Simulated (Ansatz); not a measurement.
`N[SiH](N)[Ga]([F])[Cl]` + CH₃OH → `CO[SiH](N)N` + `[F][GaH][Cl]`  (cleavage of the Si–Ga bond)

Isolated molecules relaxed with PBE0-D4/def2-TZVP in Ansatz; ΔE leaves out vibrations. CBS: MP2 limit from def2 TZ/QZ plus the TZ coupled-cluster correction, frozen cores. This one scheme is used for every species. DFT in def2-TZVPP. B3LYP here is the variant with VWN-RPA as its local correlation; programs differ in this. For Ga outer-core shells are correlated without core-valence functions, which leaves a few kJ/mol of doubt a bond. Scalar relativity is left out up to krypton. Each species was taken in one conformer, which may not be the lowest.

| level | ΔE (kcal/mol) | difference from CCSD(T)/CBS |
| --- | --- | --- |
| PBE-D4 | -15.7 | 5.8 |
| r2SCAN-D4 | -21.0 | 0.5 |
| PBE0-D4 | -18.3 | 3.2 |
| B3LYP-D4 | -20.1 | 1.4 |
| ωB97X-V | -22.4 | -0.9 |
| ωB97M-V | -22.6 | -1.1 |
| B2PLYP | -22.3 | -0.8 |
| PBE | -15.9 | 5.6 |
| r2SCAN | -21.1 | 0.4 |
| PBE0 | -18.5 | 3.0 |
| B3LYP | -20.5 | 1.0 |
| HF/def2-TZVPP | -27.7 | -6.2 |
| MP2/def2-TZVPP | -23.8 | -2.3 |
| SCS-MP2/def2-TZVPP | -24.3 | -2.8 |
| CCSD/def2-TZVPP | -23.6 | -2.1 |
| CCSD(T)/def2-TZVPP | -22.9 | -1.4 |
| HF/def2-QZVPP | -28.2 | -6.7 |
| MP2/def2-QZVPP | -23.2 | -1.7 |
| SCS-MP2/def2-QZVPP | -23.9 | -2.4 |
| HF/CBS(def2) | -28.3 | -6.8 |
| MP2/CBS(def2) | -22.4 | -0.9 |
| CCSD/CBS(def2) | -22.2 | -0.7 |
| CCSD(T)/CBS | -21.5 | 0 |

Largest T1 diagnostic among the species: 0.013.

In def2-TZVPP, CCSD(T) changes the Hartree–Fock value by +4.8 kcal/mol (the triples alone add +0.7 kcal/mol) and MP2 by +3.9 kcal/mol. From PBE to PBE0 (25 % exact exchange), in def2-TZVPP and without D4, ΔE moves by −2.6 kcal/mol.
